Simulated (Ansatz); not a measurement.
`C=C(Br)BC` + `CNC` → `CBN(C)C` + `C=CBr` at 500 K and 1 bar (ligand exchange at a B–C bond).

Program: Ansatz. Geometries: PBE0-D4/def2-TZVP. ΔE: electronic, gas phase. CCSD(T)/CBS is the MP2 limit (def2-TZVPP, def2-QZVPP) plus CCSD(T) − MP2 in def2-TZVPP, frozen cores. For Br outer-core shells are correlated without core-valence functions, which leaves a few kJ/mol of doubt a bond. Scalar relativity is left out up to krypton. One conformer a species, not always the lowest.

| species | CCSD(T)/CBS energy (Eh) | H − E (kJ/mol) | S (J/(mol·K)) |
| --- | --- | --- | --- |
| `C=C(Br)BC` | -2715.86330 | 259.8 | 414.1 |
| `CNC` | -135.00321 | 273.8 | 313.8 |
| `CBN(C)C` | -199.71235 | 398.8 | 407.6 |
| `C=CBr` | -2651.19815 | 136.0 | 308.1 |

H − E and S are ideal-gas, rigid-rotor, harmonic terms from PBE0-D4/def2-TZVP, for one conformer and one mirror image of each species. 1 Eh = 2625.50 kJ/mol, R = 8.31446 J/(mol·K).

Question: By hand: ΔE, ΔH, ΔS and ΔG.

Answer: ΔE = (-199.71235) + (-2651.19815) − (-2715.86330) − (-135.00321) = -0.04399 Eh = -115.5 kJ/mol. Δ(H − E) = 398.8 + 136.0 − 259.8 − 273.8 = 1.2, so ΔH = -114.3 kJ/mol. ΔS = 407.6 + 308.1 − 414.1 − 313.8 = -12.2 J/(mol·K). ΔG = -114.3 − 500 × (-12.2)/1000 = -108.2 kJ/mol.

Question: By hand: the equilibrium constant, and the temperature at which ΔG would vanish if ΔH and ΔS stayed fixed.

Answer: log₁₀ K = −ΔG/(RT ln 10) = 11.3. ΔG = 0 at ΔH/ΔS = 9369 K, far beyond where these terms or the molecules hold.

The number of gas molecules stays the same, so ΔS is small and ΔH decides. A doubt of 5 kJ/mol in ΔE shifts log₁₀ K by 0.5 here. Other conformers and mirror images would add mixing entropy, several J/(mol·K) or more a flexible species. Modes under 60 cm⁻¹, often nearly free rotors, make the harmonic entropy too high. These are equilibria of isolated gas molecules and say nothing of rates. Largest T1 diagnostic: 0.012 (customary marks: 0.02 for closed shells, 0.045 for open ones).
